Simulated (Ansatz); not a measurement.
Total energies of Cd₇H₂₀S₇ from Ansatz at PBE0-D4/def2-TZVP, gas phase (1 Eh = 27.2114 eV = 2625.5 kJ/mol). The reference geometry is relaxed at r2SCAN-D4/def2-SVP.

Cartesian coordinates in Å:
```
Cd 2.2051 1.3040 -2.6395
Cd -0.3889 1.3331 1.3910
Cd 3.5620 -0.6642 -0.1555
Cd -2.0383 2.5934 -2.0079
Cd -2.0400 -0.3721 -3.0810
Cd -1.4712 -2.3195 0.3737
Cd 1.8720 -2.9908 -1.5000
S -2.5612 3.3982 1.8601
S 0.3980 2.3958 -0.8415
S 0.5615 -0.8506 -2.7924
S 2.1004 -1.2609 4.1623
S -1.7744 -1.8039 3.2327
S 0.8384 -1.1810 0.5441
S -2.2790 0.1897 -0.2749
H 3.3736 0.6980 -1.3457
H 2.3725 2.2431 -4.0380
H -0.0231 1.2318 3.0465
H 4.2699 -0.8041 1.3913
H -2.9463 3.8717 -1.3593
H -1.7927 1.4923 -3.4018
H -3.1512 -1.4951 -3.6646
H -2.3259 -3.7152 0.0080
H 3.4490 -2.1338 -1.4148
H 0.9716 -4.4050 -1.5879
H -1.7540 4.4645 2.0540
H -2.7946 3.7235 0.5556
H 0.7824 3.6589 -0.5522
H 0.7488 -1.1584 -4.0966
H 1.5923 -0.0230 3.9347
H 3.0247 -1.1219 3.1751
H -0.4521 -1.8153 3.5560
H -1.9450 -3.1015 3.5747
H 1.1927 -1.6046 1.7877
H -3.5768 0.2229 0.1064
```

```csv
state,geometry,energy (Eh)
charge 0 singlet,reference,-3972.91677
charge 1 doublet,reference,-3972.60680
charge 1 doublet,relaxed at r2SCAN-D4/def2-SVP,-3972.63665
charge -1 doublet,reference,-3972.92832
charge -1 doublet,relaxed at r2SCAN-D4/def2-SVP,-3973.02163
free Cd atom (singlet),–,-167.77479
free S atom (triplet),–,-397.97371
free H atom (doublet),–,-0.50104
```

In the def2 sets Cd takes a core potential; there is no spin–orbit coupling. Single mean-field runs in def2-TZVP are fitted with def2-universal-jkfit.

Work out the vertical ionisation energy to the doublet.

E(charge 1 doublet) − E(charge 0 singlet) = -3972.60680 − (-3972.91677) = 0.30997 Eh = 8.43 eV. For comparison, −ε of the highest occupied level is 7.22 eV at this level, 1.21 eV less.

Work out the vertical electron affinity, to the doublet.

E(charge 0 singlet) − E(charge -1 doublet) = -3972.91677 − (-3972.92832) = 0.01155 Eh = 0.31 eV. The basis lacks diffuse functions, which makes affinities too small.

Give the fundamental gap IE − EA, the Mulliken electronegativity (IE + EA)/2 and the hardness (IE − EA)/2.

From the values in Eh: IE − EA = 0.30997 − 0.01155 = 0.29842 Eh = 8.12 eV; (IE + EA)/2 = 4.37 eV; (IE − EA)/2 = 4.06 eV. The HOMO–LUMO gap of the same run is 5.96 eV, 2.16 eV smaller than the fundamental gap.

How much does the charge 1 doublet relax, and what is the adiabatic ionisation energy?

Relaxation: -3972.60680 − (-3972.63665) = 0.02985 Eh = 0.81 eV. Adiabatic ionisation energy: 0.28012 Eh = 7.62 eV, without zero-point energy. Bonds change on the way (0 lost, 1 formed), so the relaxed form is another species. 

How much does the charge -1 doublet relax, and what is the adiabatic electron affinity?

Relaxation: -3972.92832 − (-3973.02163) = 0.09331 Eh = 2.54 eV. Adiabatic electron affinity: 0.10486 Eh = 2.85 eV, without zero-point energy. Bonds change on the way (2 lost, 1 formed), so the relaxed form is another species. In the charge -1 doublet, H19 and H26 lie 0.76 Å apart (atoms count from 1), so H2 has formed as a molecule.

What is the binding energy per atom against free atoms?

Atoms: 7 × (-167.77479) + 7 × (-397.97371) + 20 × (-0.50104) = -3970.26030 Eh. Binding: -3970.26030 − (-3972.91677) = 2.65647 Eh = 72.29 eV, or 2.13 eV for each of 34 atoms (no zero-point energy, no counterpoise term).

At PBE0-D4/def2-TZVP the highest occupied level of the charge -1 doublet lies above zero (up to 0.74 eV). Energy differences disagree on whether the electron is bound (positive means bound): 0.31 eV (vertical, to the charge 0 singlet, at PBE0-D4/def2-TZVP), but -0.09 eV at BHLYP-D4/def2-TZVP.
